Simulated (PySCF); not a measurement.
**Si⁺ (silicon, charge +1) across methods**

[Ne] 3s1 3p2, high-spin 4P determinant (an excited configuration). Computed with PySCF 2.14 in dyall-av3z (19s12p3d2f, 84 functions), with scalar relativity by spin-free X2C-1e. The B2PLYP total includes its PT2 part (frozen core); its orbital energies are those of the SCF part.

| method | E (hartree) | mean ε 2p β (eV) | mean ε 3s α (eV) | mean ε 3p α (eV) | Σ⟨r²⟩ (bohr²) | ⟨S²⟩ |
| --- | --- | --- | --- | --- | --- | --- |
| B2PLYP | -289.3790 | -116.69 | -24.090 | -15.396 | 20.74 | 3.750 |
| PBE | -289.3507 | -105.75 | -20.749 | -13.204 | 20.74 | 3.750 |
| LDA | -288.3222 | -105.85 | -20.758 | -13.155 | 20.79 | 3.750 |
| PBE0 | -289.3789 | -111.07 | -22.495 | -14.408 | 20.69 | 3.750 |
| HSE06 | -289.3953 | -110.60 | -22.076 | -13.999 | 20.69 | 3.750 |
| UHF | -289.03862 | -125.85 | -27.236 | -17.602 | 20.88 | 3.750 |
| TPSSh | -289.5102 | -108.35 | -21.574 | -13.735 | 20.66 | 3.750 |
| r2SCAN | -289.4824 | -107.75 | -21.301 | -13.516 | 20.63 | 3.750 |
| LC-wPBE | -289.4057 | -111.64 | -25.865 | -17.221 | 20.57 | 3.750 |
